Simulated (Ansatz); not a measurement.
Input for Ansatz (a first-principles code): U-B3LYP/cc-pVTZ on GaH4N (SMILES [NH2][GaH2]), a point of a bond scan (R = 4.216 Å).

Ansatz 0.2 input:
```yaml
crystal:
  periodic: [false, false, false]
  atoms:
    - {symbol: Ga, position_ang: [0.00714879, -0.17519761, -0.34209661]}
    - {symbol: H, position_ang: [-3.49950453, 0.09015739, -2.66814496]}
    - {symbol: H, position_ang: [1.33185945, -0.90944633, -0.72241143]}
    - {symbol: N, position_ang: [-0.02676587, 0.65595973, 1.28084855]}
    - {symbol: H, position_ang: [-0.82046562, 1.16143064, 1.63887754]}
    - {symbol: H, position_ang: [0.74596657, 0.66434142, 1.92618506]}
basis:
  gaussian:
    orbitals: cc-pVTZ
hamiltonian:
  xc: {name: B3LYP}
magnetization: {spin_polarized: true, initial_magnetization: 0}
```

The head of its log:

```
WARN ansatz: RAYON_NUM_THREADS=1 ignored (pool sized by the plan → 1); use --threads N
Functional definition: B3LYP
integrals: 0.04 GiB planned
807 factors; their error is unknown
mean field: 0.53 GiB planned
mean field evaluation 1: about -53919.0359 eV, gradient 5.0e1 eV
mean field evaluation 2: about -53866.0310 eV, gradient 9.6e1 eV
```

Task: Give the final energy of this run.

Result: -1981.9979 hartree. Its determinant has ⟨S²⟩ = 0.97, a mixture of spin states.
